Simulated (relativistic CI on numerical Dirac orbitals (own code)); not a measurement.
**Cs13+: q coefficients and field-shift factors**

Computed by Dirac-Coulomb-Breit CI, KLI orbitals optimised for each configuration, derivatives by finite differences, unscaled Slater integrals, QED left out (own radial code, finite nucleus).

CI space (outside the closed core [Ar] 3d10): 4s²4p⁶4d⁶, 4s²4p⁵4d⁷, 4s²4p⁴4d⁸, 4s4p⁶4d⁷, 4s²4p⁶4d⁵5s, 4s²4p⁶4d⁵5p, 4p⁶4d⁸, 4s²4p⁶4d⁴5s². Levels of other configurations are missing.

With x = (α/α₀)² − 1 an excitation energy changes as ω = ω₀ + qx; K = 2q/ω₀ is the relative enhancement. Terms are leading LS components, so labels can repeat. The field-shift factor is F = δν/δ⟨r²⟩ for the transition from the lowest level.

Lowest level 4s²4p⁶4d⁶ ⁵D4.

| Level | ω₀ (cm⁻¹) | q (cm⁻¹) | F (GHz/fm²) |
| --- | --- | --- | --- |
| 4s²4p⁶4d⁶ ⁵D2 | 11062.1 | 3679 | -0.00277 |
| 4s²4p⁶4d⁶ ⁵D3 | 11836.1 | 14920 | 0.193 |
| 4s²4p⁶4d⁶ ⁵D1 | 17454.4 | 17050 | 0.203 |
| 4s²4p⁶4d⁶ ⁵D0 | 18010.2 | 14690 | 0.182 |
| 4s²4p⁶4d⁶ ³F4 | 34326.2 | 1101 | 0.0795 |
| 4s²4p⁶4d⁶ ³P2 | 39689.2 | 20330 | 0.115 |
| 4s²4p⁶4d⁶ ³H5 | 43297.2 | 8695 | 0.211 |
| 4s²4p⁶4d⁶ ³H6 | 43975.5 | 10040 | 0.245 |
| 4s²4p⁶4d⁶ ³F3 | 48110.3 | 13670 | 0.183 |
| 4s²4p⁶4d⁶ ³F2 | 48994.4 | 12240 | 0.0565 |
| 4s²4p⁶4d⁶ ¹S0 | 55610.4 | 19280 | 0.285 |
| 4s²4p⁶4d⁶ ³H4 | 56501.4 | 26070 | 0.376 |
| 4s²4p⁶4d⁶ ³D1 | 61428.3 | 23880 | 0.267 |
| 4s²4p⁶4d⁶ ³G4 | 63465.7 | 21210 | 0.376 |
| 4s²4p⁶4d⁶ ³D2 | 63654.6 | 17000 | 0.253 |
| 4s²4p⁶4d⁶ ³G5 | 63824.3 | 28850 | 0.468 |
| 4s²4p⁶4d⁶ ³D3 | 68032.9 | 23870 | 0.355 |
| 4s²4p⁶4d⁶ ³G3 | 69214.5 | 28750 | 0.446 |
| 4s²4p⁶4d⁶ ³P1 | 72511.4 | 38270 | 0.395 |
| 4s²4p⁶4d⁶ ¹I6 | 75132.3 | 26960 | 0.533 |
| 4s²4p⁶4d⁶ ³P0 | 78544.8 | 7726 | 0.0775 |
| 4s²4p⁶4d⁶ ¹F3 | 83006.6 | 10940 | 0.207 |
| 4s²4p⁶4d⁶ ¹G4 | 83946.5 | 38470 | 0.594 |

At this charge energies of transitions that change n are usually good to better than 1 %, and those within a shell (Δn = 0) to a few per cent. Terms inside the open d or f shell come out 10 to 20 % too wide with unscaled integrals. Levels and lines within the n = 5 or 6 shells can be off by up to 10 % or somewhat more, and those that change n by about 2 %, since core polarisation is missing.

Task: Which transition from the lowest level has the largest |K|?

Result: 4s²4p⁶4d⁶ ⁵D3 at 11836.1 cm⁻¹, K = 2.52.
